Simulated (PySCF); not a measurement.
Compound: C3H3BrF2.
Numbering: `[CH2:1]=[CH:2][C:3]([F:4])([F:5])[Br:6]` (hydrogens: H7, H8 on C1; H9 on C2)

All values: wB97X-D/def2-SVPD (PySCF, non-relativistic), on one gas-phase PBE0-D3(BJ)/def2-SVP geometry that isn't relaxed in the solvent. The solvent is an IEF-PCM continuum (Bondi radii, 1.10 Å for H, scaled by 1.2). The model holds no explicit solvent molecules, cavitation or dispersion. Spin–orbit coupling is left out although an atom past zinc is present.

Gas phase at wB97X-D/def2-SVPD: HOMO -10.11 eV, LUMO 0.36 eV, dipole 2.31 D.

Task: What does the continuum do to the energy, the frontier levels and the dipole at wB97X-D/def2-SVPD in dimethylsulfoxide and water?

Result: 
```
          solvent      ε  E(solvent) − E(gas) (kcal/mol)  polarisation term (kcal/mol)  distortion of the solute (kcal/mol)  HOMO (eV)  LUMO (eV)  dipole (D)
dimethylsulfoxide  46.83                           -2.85                         -3.23                                 0.38     -10.01       0.48        2.91
            water  78.36                           -2.89                         -3.28                                 0.39     -10.01       0.48        2.92
```

Polarisation term: ½ Σ q·V over the induced surface charges. Distortion: the rise of the solute's own energy as its density leaves the gas-phase optimum. From dimethylsulfoxide to water the lowering changes by a factor 1.01, Onsager's factor (ε − 1)/(2ε + 1) by 1.01 and ε itself by 1.7.

Task: Which radius a makes the point-dipole formula ΔE = −[(ε − 1)/(2ε + 1)]·μ²/a³ give the value in water, with the gas-phase dipole?

Result: μ = 0.907 au and |ΔE| = 0.00460 Eh give a = 2.35 Å; the farthest nucleus lies 2.57 Å from the centroid of the nuclei, so such a sphere wouldn't even hold the nuclei. The formula assumes a rigid point dipole at the centre of a sphere.

Task: How does the static polarisability (wB97X-D/def2-SVPD, frozen core, with the continuum's full static response) change?

Result: 
| medium | isotropic (au) | principal values (au) | ⟨r²⟩ of the electrons (bohr²) |
| --- | --- | --- | --- |
| gas | 61.9 | 52.0, 53.8, 79.9 | 839.2 |
| dimethylsulfoxide | 83.3 | 70.4, 73.4, 106.1 | 838.3 |
| water | 83.7 | 70.8, 73.7, 106.6 | 838.3 |

The isotropic value in water is 1.35 times the gas-phase one; no cavity-field correction is applied. ⟨r²⟩ is taken about the centre of nuclear charge.

Shape of the structure used: `[CH2:1]=[CH:2][C:3]([F:4])([F:5])[Br:6]`: C1–C2–C3–F4 -128°.

The pairwise dispersion term of wB97X-D wasn't added to the energies; at a given geometry it leaves orbitals and properties as they are.
